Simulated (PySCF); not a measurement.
# How the method moves the HOMO and LUMO of `C=C[C@H](Cl)[SiH2]Cl`

Compound: C3H6Cl2Si.
Structure used (PBE0-D3(BJ)/def2-SVP), in Å, numbered top down from 1:
```xyz
12
C3H6Cl2Si angstrom
C      1.8550    0.8794    1.0435
C      0.9250   -0.0356    0.7645
C     -0.2474   -0.3170    1.6324
Cl    -0.5005   -2.1012    1.8441
Si    -1.8970    0.2733    0.9081
Cl    -1.8047    2.3291    0.6724
H      1.8391    1.4527    1.9755
H      2.6617    1.0957    0.3393
H      0.9640   -0.5924   -0.1793
H     -0.1106    0.1060    2.6391
H     -2.1042   -0.3589   -0.4212
H     -2.9982   -0.0493    1.8526
```

Basis pcSseg-1 throughout (PySCF), one geometry. Isolated species at its PBE0-D3(BJ)/def2-SVP geometry (one conformer only).

Task: How do the orbital energies, the gap and the dipole change with the method?

Result: 
```json
{"method": "BLYP", "kind": "GGA", "HOMO (eV)": "-6.49", "LUMO (eV)": "-1.62", "gap (eV)": "4.86", "μ (D)": "0.70", "SCF cycles": "14"}
{"method": "B97-D", "kind": "GGA", "HOMO (eV)": "-6.62", "LUMO (eV)": "-1.70", "gap (eV)": "4.92", "μ (D)": "0.72", "SCF cycles": "15"}
{"method": "OPBE", "kind": "GGA", "HOMO (eV)": "-6.63", "LUMO (eV)": "-1.72", "gap (eV)": "4.92", "μ (D)": "0.72", "SCF cycles": "15"}
{"method": "PBE", "kind": "GGA", "HOMO (eV)": "-6.66", "LUMO (eV)": "-1.81", "gap (eV)": "4.86", "μ (D)": "0.72", "SCF cycles": "14"}
{"method": "KT3", "kind": "GGA", "HOMO (eV)": "-6.68", "LUMO (eV)": "-1.77", "gap (eV)": "4.92", "μ (D)": "0.73", "SCF cycles": "15"}
{"method": "KT2", "kind": "GGA", "HOMO (eV)": "-6.70", "LUMO (eV)": "-1.84", "gap (eV)": "4.86", "μ (D)": "0.76", "SCF cycles": "15"}
{"method": "BP86", "kind": "GGA", "HOMO (eV)": "-6.77", "LUMO (eV)": "-1.91", "gap (eV)": "4.86", "μ (D)": "0.73", "SCF cycles": "14"}
{"method": "LDA", "kind": "LDA", "HOMO (eV)": "-6.83", "LUMO (eV)": "-2.05", "gap (eV)": "4.78", "μ (D)": "0.71", "SCF cycles": "14"}
{"method": "B97-2", "kind": "global hybrid", "HOMO (eV)": "-7.56", "LUMO (eV)": "-0.86", "gap (eV)": "6.70", "μ (D)": "0.71", "SCF cycles": "14"}
{"method": "B3LYP", "kind": "global hybrid", "HOMO (eV)": "-7.57", "LUMO (eV)": "-1.00", "gap (eV)": "6.57", "μ (D)": "0.70", "SCF cycles": "14"}
{"method": "PBE0", "kind": "global hybrid", "HOMO (eV)": "-7.81", "LUMO (eV)": "-0.82", "gap (eV)": "6.99", "μ (D)": "0.71", "SCF cycles": "14"}
{"method": "mPW1PW91", "kind": "global hybrid", "HOMO (eV)": "-7.84", "LUMO (eV)": "-0.83", "gap (eV)": "7.01", "μ (D)": "0.70", "SCF cycles": "14"}
{"method": "BHandHLYP", "kind": "global hybrid", "HOMO (eV)": "-8.78", "LUMO (eV)": "0.34", "gap (eV)": "9.11", "μ (D)": "0.70", "SCF cycles": "12"}
{"method": "CAM-B3LYP", "kind": "range-separated hybrid", "HOMO (eV)": "-9.10", "LUMO (eV)": "0.37", "gap (eV)": "9.47", "μ (D)": "0.67", "SCF cycles": "12"}
{"method": "wB97X-D", "kind": "range-separated hybrid", "HOMO (eV)": "-9.66", "LUMO (eV)": "0.96", "gap (eV)": "10.62", "μ (D)": "0.69", "SCF cycles": "13"}
{"method": "HF", "kind": "Hartree–Fock", "HOMO (eV)": "-10.24", "LUMO (eV)": "3.05", "gap (eV)": "13.29", "μ (D)": "0.74", "SCF cycles": "11"}
{"method": "LC-wPBE", "kind": "range-separated hybrid", "HOMO (eV)": "-10.49", "LUMO (eV)": "1.49", "gap (eV)": "11.98", "μ (D)": "0.64", "SCF cycles": "15"}
```

The HOMO spans 4.01 eV, from BLYP down to LC-wPBE, and the gap runs from 4.78 eV (LDA) to 13.29 eV (HF). Over the methods BLYP (0 %), B97-D (0 %), OPBE (0 %), PBE (0 %), KT3 (0 %), KT2 (0 %), BP86 (0 %), LDA (0 %), B97-2 (21 %), B3LYP (20 %), PBE0 (25 %), mPW1PW91 (25 %), BHandHLYP (50 %), HF (100 %), a straight line through the gap against the share of exact exchange rises by 0.84 eV for each 10 % (correlation coefficient 1.000). The dipole ranges from 0.64 D (LC-wPBE) to 0.76 D (KT2). This basis has no diffuse functions.
